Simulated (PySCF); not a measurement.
## Bonding in `C[C@]12[C@@H]3C[C@@]1(F)C[C@@H]32`

C7H9F.
Numbering: `[CH3:1][C@:2]12[C@@H:3]3[CH2:4][C@@:5]1([F:6])[CH2:7][C@H:8]23` (hydrogens: H9, H10, H11 on C1; H12 on C3; H13, H14 on C4; H15, H16 on C7; H17 on C8)

Geometry (GFN2-xTB, Å), atoms numbered from 1 in this order:
```xyz
17
C7H9F angstrom
C      2.006   -0.631    0.239
C      0.573   -0.242    0.155
C     -0.722   -0.996    0.286
C     -1.238   -0.479   -1.046
C     -0.233    0.656   -0.837
F      0.282    1.313   -1.912
C     -0.796    1.451    0.344
C     -0.444    0.221    1.162
H      2.312   -1.159   -0.664
H      2.164   -1.283    1.096
H      2.635    0.252    0.349
H     -0.887   -1.976    0.699
H     -2.289   -0.200   -1.126
H     -0.959   -1.129   -1.872
H     -1.841    1.754    0.282
H     -0.172    2.304    0.600
H     -0.399    0.157    2.235
```

Bond orders from the PBE0/pcSseg-1 density (PySCF). Geometry: GFN2-xTB; no solvent, vibrations or thermal averaging.

Where do the orders between heavy atoms depart from those drawn in the SMILES?

The largest departure is 0.127, at C2–C3 (drawn single, 0.873) and C8–C2 (drawn single, 0.873). Drawn single, order below 0.88: C2–C3 (0.873) and C8–C2 (0.873).

Give the Mayer order of every bond between heavy atoms, beside its length.

```csv
bond,drawn as,length (Å),Mayer order
C1–C2,single,1.488,1.110
C2–C3,single,1.504,0.873
C3–C4,single,1.519,0.970
C4–C5,single,1.531,0.982
C5–F6,single,1.361,0.949
C5–C7,single,1.531,0.982
C7–C8,single,1.519,0.970
C5–C2,single,1.562,0.900
C8–C2,single,1.504,0.873
C8–C3,single,1.525,0.916
```

Bonds between the same two heavy elements. C–C: lowest C2–C3 and C8–C2 (0.873, 1.504 Å), highest C1–C2 (1.110, 1.488 Å); in 14 of the 36 pairs the longer bond (by over 0.003 Å) has the higher order (by 0.02 or more). Bonds named together lie within 0.004.

And the bonds to hydrogen?

C–H: 0.94 to 0.99 (9 bonds).

Sum the orders of all bonds at each heavy atom with more than one neighbour and set the sums beside the valence in the SMILES.

C1 3.949 (drawn 4), C2 3.756 (drawn 4), C3 3.753 (drawn 4), C4 3.836 (drawn 4), C5 3.813 (drawn 4), C7 3.836 (drawn 4), C8 3.753 (drawn 4). Orders between atoms that aren't bonded are not in these sums.

Mayer orders depend on the basis set.
